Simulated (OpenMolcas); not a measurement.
**Pd2+ in LiF: curves along the breathing mode**

Pd2+ with its 6 nearest fluoride ions, on the Li site of LiF (a = 4.028 Å, distance in the model lattice 2.014 Å). The rest of the host is ab initio model potentials to 7.6 Å and point charges beyond; the distance is set by hand and nothing relaxes, and no local charge compensation is placed. Ligand basis ANO-RCC-VDZP.

| Item | Value |
| --- | --- |
| Program | OpenMolcas |
| Method | CASSCF |
| Basis | ANO-RCC-VDZP [6s5p3d1f] |
| Scalar Hamiltonian | DKH2, point nucleus |
| Active space | 8 electrons in 5 orbitals (4d) |
| State averaging | 2S+1 = 3 even, 10 roots; 2S+1 = 1 even, 15 roots |
| Spin-orbit coupling | state interaction with AMFI integrals over the reference wave functions |

Spin-free energies (labels of O, the rotations of Oh) in cm-1 above the lowest fitted minimum, as all ligands move together:

```
R (Å)    3A2     1E    3T2    1A1    3T1    1T2    1T1
1.976    800  14250  23060  25140  31670  35720  39600
2.022     70  13480  20130  24130  28530  32820  36730
2.069   2520  15890  20630  26280  28780  33340  37270
2.115   7710  21040  24170  31180  32050  36880  40840
2.162  15670  28940  30650  38830  38240  43340  47330
2.208  25930  39140  39650  48790  46960  52320  56340
2.255  38920  52060  51530  61470  58530  64150  68200
```

Cubic fits give the following; the wavenumber is harmonic, with the mass of all moving ligands, small differences in it between states hang on the degree of the fit, a number in brackets counts states of one label, and the table is a selection of at most 14 states with clean curves.

```tsv
State	R0 (Å)	Breathing mode (cm-1)	Minimum (cm-1)
3A2	2.009	648	0
1E	2.009	647	13420
3T2	2.039	665	19970
1A1	2.013	646	24130
3T1	2.043	661	28260
1T2	2.039	664	32660
1T1	2.039	664	36580
3T1(2)	2.062	683	43230
1E(2)	2.064	680	53370
1T2(2)	2.064	680	53530
1A1(2)	2.060	680	73910
```

The minimum of 3T2 is shifted by +0.0303 Å against 3A2 (from the unrounded fits). With M = 114.0 u for the moving shell, the Huang-Rhys factor in this mode is S = M ω ΔR² / 2ħ = 0.01483 × 114.0 × 648 × 0.0303² = 1.01. Only the first shell moves, against a rigid host.

Without dynamic correlation the repulsion within the d shell is too large (B by tens of per cent), so at a given field states of lower spin stand too high. Real 4d8 and 5d8 ions are as a rule square planar and diamagnetic. With metal d orbitals alone the field can be off either way by tens of per cent. Ligand-to-metal charge-transfer states are missing. With no ligand orbital active B as a rule stays too high, so bands that hang on it stand too high and its fall with covalency is understated. The least metal-like active orbital is 84 % on the metal (Löwdin) and no ligand orbital is active, so the numbers are rough (holds for R = 1.976; R = 2.022). The least metal-like active orbital is 85 % on the metal (Löwdin) and no ligand orbital is active, so the numbers are rough (holds for R = 2.069). No measured value stands beside these numbers.
